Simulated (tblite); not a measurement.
C3H11NO2Si2.
SMILES with atom numbers: `[CH3:1][O:2][SiH2:3][O:4]/[CH:5]=[CH:6]/[SiH2:7][NH2:8]` (hydrogens: H9, H10, H11 on C1; H12, H13 on Si3; H14 on C5; H15 on C6; H16, H17 on Si7; H18, H19 on N8)

Cartesian coordinates in Å at the GFN2-xTB level; atoms count from 1:
```xyz
19
C3H11NO2Si2 angstrom
C     -3.6964    0.5609    0.5661
O     -2.4152    0.0142    0.6160
Si    -1.8224   -1.2254   -0.2450
O     -0.3467   -1.5577    0.3250
C      0.8253   -0.8950    0.3355
C      1.0505    0.3364   -0.0991
Si     2.7292    1.1803   -0.0529
N      4.0497    0.2049    0.4785
H     -3.9337    0.9118   -0.4413
H     -4.4442   -0.1806    0.8584
H     -3.7320    1.4027    1.2588
H     -2.4992   -2.4845    0.0358
H     -1.8132   -0.8840   -1.6698
H      1.6158   -1.5083    0.7565
H      0.2008    0.8757   -0.4959
H      2.6951    2.3045    0.8870
H      3.0937    1.5978   -1.4100
H      4.0647   -0.1029    1.4374
H      4.3684   -0.5415   -0.1182
```

Computed with GFN2-xTB (tblite): harmonic, unscaled wavenumbers at the GFN2-xTB geometry, gas phase. Against measured fundamentals such values can be off by several per cent, at times by over 20. Modes of hydrogen on silicon can be 10 to 20 % off. One conformer, not necessarily the lowest.

Harmonic wavenumbers (cm⁻¹): 26.4, 35.7, 76.4, 98.6, 102.9, 112.1, 119.2, 152.8, 177.6, 231.1, 280.2, 322.9, 452.7, 491.6, 528.6, 590.6, 615.7, 635.1, 712.1, 732.3, 737.2, 759.6, 771.7, 799.4, 810.5, 826.2, 831.9, 915.0, 996.0, 1137.6, 1141.0, 1163.9, 1198.7, 1213.1, 1314.6, 1419.2, 1480.7, 1489.4, 1531.1, 1660.6, 2223.2, 2228.2, 2232.4, 2318.4, 2945.2, 2959.4, 2990.6, 3008.6, 3057.4, 3474.9, 3507.0.

A = 3378, B = 516.8, C = 468.6 MHz; mass 149.033 u (most abundant isotopes); point group C1, symmetry number 1.

Question: What is the zero-point energy?

Answer: ½Σν̃ = 29819 cm⁻¹ = 85.25 kcal/mol.

Question: Entropy at 200 K, 1 bar (ideal gas, RRHO, classical rotation)?

Answer: Translation 38.95, rotation 29.16, vibration 31.41: S = 99.5 cal/(mol K).

Question: And Cp and H(200 K) − H(0)?

Answer: Cp = 35.55 cal/(mol K), of which vibrations give 27.60 (their classical limit is 51 R = 101.3); H(200 K) − H(0) = 4.72 kcal/mol without the zero-point energy, 3.13 from vibrations.

Question: What must be added to the electronic energy to get the Gibbs energy at 200 K and 1 bar?

Answer: ZPE + [H(200 K) − H(0)] − T·S = 85.25 + 4.72 − 19.90 = 70.07 kcal/mol.

Question: How do the functions run with temperature in this model?

Answer: 
```tsv
T (K)	S (cal/(mol K))	Cp (cal/(mol K))	H − H(0) (kcal/mol)	G − H(0) (kcal/mol)	ln q(vib)
150	90.1	30.2	3.08	-10.44	5.89
250	108.0	41.0	6.64	-20.37	9.84
298.15	115.7	46.1	8.74	-25.76	11.61
400	130.6	55.6	13.94	-38.32	15.16
600	156.0	69.4	26.53	-67.07	21.58
900	186.8	82.3	49.45	-118.66	30.06
```

q(vib) and H(0) count from the zero-point level.

Question: Which modes carry the vibrational entropy at 200 K?

Answer: 26.4 cm⁻¹: 5.29; 35.7 cm⁻¹: 4.69; 76.4 cm⁻¹: 3.20; 98.6 cm⁻¹: 2.71; 102.9 cm⁻¹: 2.63; 112.1 cm⁻¹: 2.47 cal/(mol K); the other 45 give 10.42 together.

Question: Blend soft modes into free rotors: weight 1/[1 + (100 cm⁻¹/ν̃)⁴] for the oscillator and the rest for a rotor with moment μB/(μ + B), μ = h/(8π²ν), B = 10⁻⁴⁴ kg m². What vibrational entropy results?

Answer: 28.15 cal/(mol K) in place of 31.41, which changes −T·S at 200 K by +0.65 kcal/mol.

Hindered rotation and anharmonicity are outside this model. Other conformers, if any are populated, would add a mixing term that is left out. The structure is chiral; the term R ln 2 for an equal mix with its mirror image is left out.
